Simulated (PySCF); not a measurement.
Computed IR spectrum (relative IR intensity) of a molecule C5H4F2. Geometry optimised at PBE-D3(BJ)/def2-SVP. Other conformers were not sampled. Level of theory: PBE-D3(BJ)/def2-SVP (PySCF). No scaling factor is applied to the harmonic values.

Lines under 2 % of the strongest are left out, and lines within 2 cm⁻¹ are merged.

```json
[
 {"ν (cm⁻¹)": "379", "relative intensity": "7.1"},
 {"ν (cm⁻¹)": "553", "relative intensity": "9.0"},
 {"ν (cm⁻¹)": "602", "relative intensity": "8.6"},
 {"ν (cm⁻¹)": "674", "relative intensity": "17"},
 {"ν (cm⁻¹)": "684", "relative intensity": "8.5"},
 {"ν (cm⁻¹)": "817", "relative intensity": "27"},
 {"ν (cm⁻¹)": "901", "relative intensity": "2.2"},
 {"ν (cm⁻¹)": "938", "relative intensity": "7.0"},
 {"ν (cm⁻¹)": "1022", "relative intensity": "17"},
 {"ν (cm⁻¹)": "1110", "relative intensity": "16"},
 {"ν (cm⁻¹)": "1176", "relative intensity": "2.5"},
 {"ν (cm⁻¹)": "1242", "relative intensity": "40"},
 {"ν (cm⁻¹)": "1312", "relative intensity": "38"},
 {"ν (cm⁻¹)": "1333", "relative intensity": "25"},
 {"ν (cm⁻¹)": "1401", "relative intensity": "55"},
 {"ν (cm⁻¹)": "1560", "relative intensity": "18"},
 {"ν (cm⁻¹)": "1709", "relative intensity": "100"}
]
```

Pick the molecule that these values belong to.
A) FC1=C(F)CC=C1
B) C#CC(F)(F)C=C
C) C#C/C(F)=C(\C)F
D) C#CC(=C)C(F)F

A, FC1=C(F)CC=C1
